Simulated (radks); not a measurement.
Effect of the nuclear size on neutral gallium, [Ar] 3d10 4s2 4p1. Method: Dirac Kohn-Sham, BLYP, spin-unpolarised, spherical densities, finite nucleus; open shells are shared between the two j in proportion to 2j + 1; Fermi nuclear charge, rms radius 3.9973 fm; computed with a radial shooting solver on a logarithmic mesh with Libxc functionals. The rms radius is varied about that value; shifts are against it.

rms radius (fm)  total energy shift (eV)  density at nucleus (e/bohr^3)  1s1/2 shift (meV)  2s1/2 shift (meV)  3s1/2 shift (meV)  3p1/2 shift (meV)
3.2978                           -0.0903                      2.859e+04              -38.4              -3.70             -0.545              0.054
3.8654                           -0.0183                      2.832e+04              -7.77             -0.749             -0.110              0.011
3.9973                                 0                      2.826e+04              0.000              0.000              0.000              0.000
4.1892                            0.0276                      2.818e+04               11.7               1.13              0.167             -0.016
4.8687                             0.135                      2.793e+04               57.4               5.54              0.816             -0.081

Slopes of the eigenvalues against <r^2> in GHz/fm^2, as finite differences over the two radii next to the reference (eigenvalue slopes, not the field-shift constants of lines): 1s1/2 1810, 2s1/2 174, 3s1/2 25.7, 3p1/2 -2.54.
